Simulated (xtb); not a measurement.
C₂H₆OZn (SMILES C[CH2][Zn][OH]), singlet, geometry from GFN2-xTB (such geometries of metal compounds can be far from the true shape).

The xtb input:
```
$ xtb mol.xyz --gfn 0 --chrg 0 --uhf 0 --json

# file mol.xyz
10

Zn     0.51336456     0.04268395     0.35947764
C     -0.18985124    -1.05497978    -1.17737509
C     -1.57289452    -0.53229609    -1.54371968
H     -0.25714403    -2.10520493    -0.90394124
H      0.46664509    -0.98835194    -2.04136197
H     -1.53274000     0.50864029    -1.85911762
H     -2.26093044    -0.60806788    -0.70373102
H     -1.98257239    -1.11857733    -2.36859514
O      0.03734617     1.34267470     1.41084832
H      0.44351018     1.81330083     2.13219997
```

What does this run give for the total energy, HOMO-LUMO gap, partial charges in atom order?


```yaml
total_energy: -11.6315 Eh
HOMO-LUMO gap: 4.07 eV
partial_charges_in_atom_order: Zn1 -0.16, C2 0.03, C3 -0.39, H4 0.08, H5 0.07, H6 0.16, H7 0.16, H8 0.13, O9 -0.35, H10 0.27
```
